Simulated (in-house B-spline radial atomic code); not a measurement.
How numerical settings move a run on Ru⁺, [Kr] 4d7. Computed with a B-spline radial code for spherical atoms: non-relativistic BP86, spherical fractional occupations, point nucleus.

Command:
```bash
python run_scf.py task.json out
```
Settings of the sound reference run:
```
Z                44
electrons        43
configuration    [Kr] 4d7
hamiltonian      nr
method           b88,p86
spin_polarised   False
knot_spacing     0.22
spline_order     8
gauss_points     12
box_radius       35.29
max_iterations   70
damping          0.5
damped_steps     3
diis_vectors     10
tolerance        1e-08
start            Thomas-Fermi
```

Time taken, with all properties: 0.25 s on 1 thread of Arm Neoverse N1, on a shared host.

It converges in 10 iterations to -4443.812989 hartree, with 4d at -12.8462 eV. The other runs change the listed settings, some to values that make no sense; their results aren't properties of the atom or ion. Radii are in bohr (the nuclear one in fm), a minus after a letter asks for a j subshell, and «unchanged» means within 1e-8 hartree. The run stops when the residual is below 10 × tolerance × max(1, Z/10), or a noise floor if that is larger, and the energy moves by less than 1e-8 × √|E| hartree; so very loose and very tight tolerances often act alike.

| changed settings | outcome |
| --- | --- |
| box_radius = 5.29 | converged in 10 iterations, energy +1.32e-02 hartree from the reference, 4d level +4.9e-01 eV (the program warns: 4d reaches the box edge; 4p reaches the box edge) |
| gauss_points = 16, max_iterations = 100, start = bare nucleus | converged in 13 iterations, energy +1.80e-07 hartree from the reference, 4d level +4.2e-05 eV |
| box_radius = 7.06 | converged in 10 iterations, energy +6.53e-04 hartree from the reference, 4d level +4.1e-02 eV (the program warns: 4d reaches the box edge) |
| box_radius = 1.41 | converged in 8 iterations, energy +4.17e+01 hartree from the reference, 4d level +1.6e+02 eV (the program warns: 4d has a positive eigenvalue: unbound, held by the box; 4s has a positive eigenvalue: unbound, held by the box) |
| box_radius = 3.53 | converged in 9 iterations, energy +2.80e-01 hartree from the reference, 4d level +4.9e+00 eV (the program warns: 4d reaches the box edge; 4s reaches the box edge) |
| diis_vectors = 4 | converged in 10 iterations, energy unchanged, 4d level +7.4e-05 eV |
| knot_spacing = 0.3 | converged in 11 iterations, energy +5.33e-05 hartree from the reference, 4d level +1.9e-05 eV |
| box_radius = 3.53, first_knot = 2.27e-05, max_iterations = 100 | converged in 7 iterations, energy +2.80e-01 hartree from the reference, 4d level +4.9e+00 eV (the program warns: 4d reaches the box edge; 4s reaches the box edge) |
| knot_spacing = 0.55 | converged in 11 iterations, energy +1.59e-01 hartree from the reference, 4d level -8.7e-03 eV |
| diis_vectors = 20 | converged in 10 iterations, energy unchanged |
| knot_spacing = 2 | converged in 9 iterations, energy +4.48e+02 hartree from the reference, 4d level -2.5e+01 eV (the program warns: 4d reaches the box edge; 2p reaches the box edge) |
| knot_spacing = 2, first_knot = 0.0682, max_iterations = 100, diis_vectors = 20 | converged in 8 iterations, energy +3.46e+02 hartree from the reference, 4d level -2.5e+01 eV (the program warns: 4d reaches the box edge; 2s reaches the box edge) |
| diis_vectors = 2 | converged in 11 iterations, energy unchanged, 4d level +7.1e-05 eV |
| diis_vectors = 1 | not converged after 70 iterations, last residual 6.7e-01, last energy +1.46e+01 hartree from the reference |
| box_radius = 2.12, first_knot = 2.27e-06, max_iterations = 100, damping = 0.2 | converged in 7 iterations, energy +5.55e+00 hartree from the reference, 4d level +3.9e+01 eV (the program warns: 4d has a positive eigenvalue: unbound, held by the box; 3p reaches the box edge) |
| hamiltonian = dirac, method = hf, nucleus = fermi, rms_radius = 4.4809, mass_number = 102, atomic_mass = 101.9043, speed_of_light = 39.61711 | converged in 12 iterations to -5797.9488 hartree, a different physical problem |
| box_radius = 2.12 | converged in 8 iterations, energy +5.55e+00 hartree from the reference, 4d level +3.9e+01 eV (the program warns: 4d has a positive eigenvalue: unbound, held by the box; 3p reaches the box edge) |
| knot_spacing = 1.4 | converged in 10 iterations, energy +3.06e+02 hartree from the reference, 4d level -2.2e+01 eV (the program warns: 2s reaches the box edge; 2p reaches the box edge) |
| box_radius = 10.59 | converged in 10 iterations, energy +1.37e-06 hartree from the reference, 4d level +1.7e-04 eV (the program warns: 4d reaches the box edge) |

(1) What happens with electrons = 44, configuration = [Kr] 4d7 5p-1, max_iterations = 100?

(2) What happens with knot_spacing = 0.4, box_radius = 141.16, max_iterations = 60, damping = 0.95?

(3) What happens with knot_spacing = 1?

(4) What happens with box_radius = 17.64?

Answers

(1) Stopped with error: j subshells need the Dirac Hamiltonian and l > 0.

(2) Converged in 13 iterations, energy +1.43e-03 hartree from the reference, 4d level +4.6e-04 eV.

(3) Converged in 10 iterations, energy +1.48e+01 hartree from the reference, 4d level -8.1e-01 eV (the program warns: 4s reaches the box edge; 4p reaches the box edge).

(4) Converged in 10 iterations, energy unchanged, 4d level -4.9e-07 eV.
